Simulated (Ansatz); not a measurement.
One change: `F[SiH](Cl)[GeH2][Cl]` becomes `BC[SiH](F)Cl`.

Ansatz, PBE0-D4/def2-TZVP geometries, multiplicity 1. Each molecule was computed in one conformer, which needn't be the lowest.

Scalar relativity is left out up to krypton.

| property | `F[SiH](Cl)[GeH2][Cl]` |
| --- | --- |
| LUMO energy (ωB97M-V/def2-TZVPP) / eV | 0.68 |
| HOMO–LUMO gap (PBE0/def2-TZVPP) / eV | 7.11 |
| HOMO energy (B3LYP/def2-TZVPP) / eV | -8.09 |
| HOMO energy (ωB97M-V/def2-TZVPP) / eV | -10.35 |
| size of the dipole moment (B3LYP/def2-TZVPP) / D | 2.63 |
| ideal-gas entropy at 298 K and 1 bar (rigid rotor, harmonic PBE0-D4/def2-TZVP) / J/(mol·K) | 392 |

Give the same properties after the change, and the shifts. (Best estimate.)

Ansatz gave: 
| property | `BC[SiH](F)Cl` | shift |
| --- | --- | --- |
| LUMO energy (ωB97M-V/def2-TZVPP) / eV | 0.21 | -0.47 |
| HOMO–LUMO gap (PBE0/def2-TZVPP) / eV | 7.33 | 0.22 |
| HOMO energy (B3LYP/def2-TZVPP) / eV | -8.82 | -0.73 |
| HOMO energy (ωB97M-V/def2-TZVPP) / eV | -11.28 | -0.93 |
| size of the dipole moment (B3LYP/def2-TZVPP) / D | 1.50 | -1.13 |
| ideal-gas entropy at 298 K and 1 bar (rigid rotor, harmonic PBE0-D4/def2-TZVP) / J/(mol·K) | 354 | -38 |

With PBE0 the HOMO falls by 0.76 eV and the LUMO falls by 0.54 eV, so the gap widens by about 0.22 eV. PBE moves the HOMO by -0.66 eV and ωB97M-V by -0.93 eV. The zero-point energy changes by 79.3 kJ/mol with +6 modes. Dipoles are sizes alone; their direction can turn. Modes under 60 cm⁻¹, often nearly free rotors, make the harmonic entropy too high.

B3LYP here is the variant with VWN-RPA as its local correlation; programs differ in this.
